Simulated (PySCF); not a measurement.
# Steps of a relaxation of [LaCl2]+

[LaCl2]+ (singlet). PySCF 2.14.0, RKS PBE0, La lcecp-1-SVP with ECP46, Cl def2-SVP; non-relativistic Hamiltonian with scalar-relativistic core potentials where named; density fitting; no spin-orbit coupling. Origin of the start: template. Columns: position (Å) and force (eV/Å). Energies are counted from the last step; some of the 7 steps are shown. Forces carry noise of the integration grid, about 0.01 to 0.03 eV/Å.

Run from Python with OMP_NUM_THREADS=2. Where DIIS fails, smearing, a level shift and second-order steps follow.
It took 13 s on 2 threads of AMD EPYC 7B13 (Zen 3), on a shared host, from the converged density of the start.

```xyz
3
step 0  E = 0.586 eV
La    0.0000    0.0000   -0.3715     0.00    0.00    1.57
Cl    2.4787    0.0000    0.7378    -1.99    0.00   -0.78
Cl   -2.4787    0.0000    0.7378     1.99    0.00   -0.78
```

```xyz
3
step 2  E = 0.093 eV
La    0.0000    0.0000   -0.3666     0.00    0.00   -0.68
Cl    2.2383    0.0000    0.7354     0.24    0.00    0.34
Cl   -2.2383    0.0000    0.7354    -0.24    0.00    0.34
```

```xyz
3
step 4  E = 0.014 eV
La    0.0000    0.0000   -0.5855     0.00    0.00    0.44
Cl    2.0897    0.0000    0.8448    -0.36    0.00   -0.22
Cl   -2.0897    0.0000    0.8448     0.36    0.00   -0.22
```

Problem. Where does the relaxation end?

Solution. It converges at step 6 in C2v:
```xyz
3
step 6  E = 0
La    0.0000    0.0000   -0.6023
Cl    2.0361    0.0000    0.8532
Cl   -2.0361    0.0000    0.8532
```

Problem. How did the contacts change?

Solution. 
```
     contact  start (Å)  end (Å)
La1–Cl2 (Cl)      2.716    2.503
La1–Cl3 (Cl)      2.716    2.503
```
